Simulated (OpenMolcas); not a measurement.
**Os3+ in a point-charge field**

Os3+ among 6 point charges of -1.1 e arranged as a trigonal prism (D3h), 2.15 Å from the ion, with a polar angle of 58.9° against the regular 49.1°.

```json
{
  "Program": "OpenMolcas 26.06",
  "Method": "CASSCF",
  "Basis": "ANO-RCC-VDZP [7s6p4d2f1g]",
  "Scalar Hamiltonian": "DKH2, point nucleus",
  "Active space": "5 electrons in 5 orbitals (5d)",
  "State averaging": "2S+1 = 6 even, 1 root; 2S+1 = 4 even, 24 roots; 2S+1 = 2 even, 75 roots",
  "Spin-orbit coupling": "state interaction with AMFI integrals over the reference wave functions"
}
```

The lowest spin-free states (labels of D3, the rotations of D3h), above the lowest:

| State | Degeneracy | E (cm-1) | Free-ion L (%) |
| --- | --- | --- | --- |
| 6A1 | 1 | 0.0 | S (100) |
| 4E | 2 | 22882 | G (75) |
| 4E | 2 | 24311 | G (95) |
| 4E | 2 | 24430 | G (100) |
| 4A2 | 1 | 24733 | G (100) |
| 4A1 | 1 | 24831 | G (100) |
| 4A1 | 1 | 24901 | G (99) |
| 4A2 | 1 | 28780 | P (100) |
| 4E | 2 | 29386 | D (56) |
| 4A1 | 1 | 29571 | D (99) |
| 4E | 2 | 30245 | D (90) |
| 4E | 2 | 31456 | P (51) |
| 2E | 2 | 33637 | I (85) |
| 2E | 2 | 34180 | I (82) |
| 2A1 | 1 | 34505 | I (86) |
| 2A2 | 1 | 34566 | I (86) |
| 2E | 2 | 34857 | I (88) |
| 2E | 2 | 35183 | I (97) |
| 2A1 | 1 | 35450 | I (100) |
| 2A2 | 1 | 35459 | I (100) |

The lowest levels with spin-orbit coupling:

| E (cm-1) | Degeneracy | Label | 2S+1 | g |
| --- | --- | --- | --- | --- |
| 0.0 | 2 | E1/2 | 6 (89 %) | 1.95 5.85 5.85 |
| 50.7 | 2 | E3/2 | 6 (89 %) | 0.00 0.00 5.86 |
| 85.0 | 2 | E1/2 | 6 (89 %) | 0.00 0.00 9.78 |
| 17833 | 2 | E1/2 | 4 (66 %) | 0.31 2.50 2.50 |
| 19948 | 2 | E1/2 | 4 (61 %) | 0.02 0.02 4.96 |
| 20518 | 2 | E3/2 | 4 (68 %) | 0.00 0.00 2.87 |
| 22265 | 2 | E1/2 | 4 | 2.41 2.41 3.04 |
| 22817 | 2 | E3/2 | 4 (88 %) | 0.00 0.00 3.63 |
| 23835 | 2 | E1/2 | 4 (89 %) | 1.61 2.17 2.17 |
| 24178 | 2 | E1/2 | 4 (86 %) | 2.02 2.02 5.76 |
| 24186 | 2 | E1/2 | 4 | 0.27 0.80 0.80 |
| 24252 | 2 | E1/2 | 4 (86 %) | 1.78 1.78 3.83 |
| 24280 | 2 | E3/2 | 4 (87 %) | 0.00 0.00 2.18 |
| 24580 | 2 | E3/2 | 4 (79 %) | 0.00 0.00 10.24 |
| 24637 | 2 | E1/2 | 4 (83 %) | 1.29 1.29 7.88 |
| 24678 | 2 | E1/2 | 4 (86 %) | 1.37 1.37 5.58 |
| 24837 | 2 | E1/2 | 4 (84 %) | 0.00 0.00 13.55 |
| 24991 | 2 | E1/2 | 4 | 0.24 0.24 5.14 |
| 25140 | 2 | E3/2 | 4 | 0.00 0.00 3.89 |
| 25509 | 2 | E3/2 | 4 | 0.00 0.00 4.86 |

Powder χT (cm3 K/mol): 2.37 at 2 K, 2.78 at 10 K, 3.89 at 50 K, 4.1 at 100 K, 4.16 at 200 K, 4.17 at 300 K. The effective moment at 300 K is 2.828 √(χT) = 5.77 μB.

Without dynamic correlation the repulsion within the d shell is too large (B by tens of per cent), so at a given field states of lower spin stand too high. Point charges give a weaker field than real ligands, and real ions of this kind are as a rule low spin; the high spin found here belongs to the model. This is an electrostatic model: the charges have no orbitals. No measured value stands beside these numbers.
